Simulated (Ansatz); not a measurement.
A run for Ansatz (a first-principles code): U-CCSD(T)/def2-TZVPP on CdH2O (SMILES [OH][CdH]), a point of a bond scan (R = 1.973 Å). Elements past Kr take the def2 small-core potentials; no spin–orbit coupling.

Ansatz 0.2 input:
```yaml
crystal:
  periodic: [false, false, false]
  atoms:
    - {symbol: Cd, position_ang: [-0.26732703, -0.09913817, -0.03051427]}
    - {symbol: H, position_ang: [-2.09188178, -0.81894646, -0.24183800]}
    - {symbol: O, position_ang: [1.61160576, 0.50063274, 0.17708425]}
    - {symbol: H, position_ang: [1.72664054, 1.45254853, 0.25462809]}
basis:
  gaussian:
    orbitals: def2-TZVPP
correlation: {method: ccsd_t, electrons: outside_noble_gas}
scf: {omitted_lower_state_checks: [cluster_reference]}
magnetization: {spin_polarized: true, initial_magnetization: 0}
```

Program output:

```
WARN ansatz: RAYON_NUM_THREADS=1 ignored (pool sized by the plan → 1); use --threads N
Functional definition: HF
these checks for a lower state are left out or cut short: cluster_reference
integrals: 0.26 GiB planned
746 factors; integrals over basis functions are off by at most 1.0e-3 eV
mean field: 0.29 GiB planned
mean field evaluation 1: about -6605.7846 eV, gradient 3.1e1 eV
mean field evaluation 2: about -6605.7892 eV, gradient 3.1e1 eV
mean field evaluation 4: about -6609.4604 eV, gradient 1.8e0 eV
mean field evaluation 8: about -6609.4918 eV, gradient 1.3e-1 eV
mean field -6609.49195186 eV, -242.8943491563 hartree, gradient 6.4e-6 eV, S^2 0.000000; 0 other end points of the search recorded, 0 dependent functions left out
5 core orbitals not correlated
reference -6609.49195186 eV, -242.8943491563 hartree; 10, 10 occupied and 100, 100 virtual orbitals, 746 factors
second order -19.13850041 eV of doubles, -0.00000000 eV of singles
coupled cluster: 0.77 GiB planned
cycle   1  -17.99457614 eV  change     1.1e0 eV  update   1.1e-1
cycle   2  -18.40503904 eV  change   -4.1e-1 eV  update   3.9e-2
cycle   3  -18.52838025 eV  change   -1.2e-1 eV  update   2.4e-2
cycle   4  -18.51890847 eV  change    9.5e-3 eV  update   8.4e-3
cycle   5  -18.50829737 eV  change    1.1e-2 eV  update   2.9e-3
cycle   6  -18.50980136 eV  change   -1.5e-3 eV  update   1.1e-3
cycle   7  -18.51000605 eV  change   -2.0e-4 eV  update   3.8e-4
cycle   8  -18.50981974 eV  change    1.9e-4 eV  update   1.4e-4
cycle   9  -18.50985186 eV  change   -3.2e-5 eV  update   6.4e-5
cycle  10  -18.50989845 eV  change   -4.7e-5 eV  update   2.3e-5
cycle  11  -18.50987695 eV  change    2.1e-5 eV  update   9.7e-6
perturbative correction -0.64777096 eV, -0.0238051438 hartree
Total energy: -6628.64959978 eV, -243.5983797318 hartree
Checks for a lower state left out: cluster_reference
```

The calculation finished and met its thresholds.

Cost: very roughly 20 core-seconds.
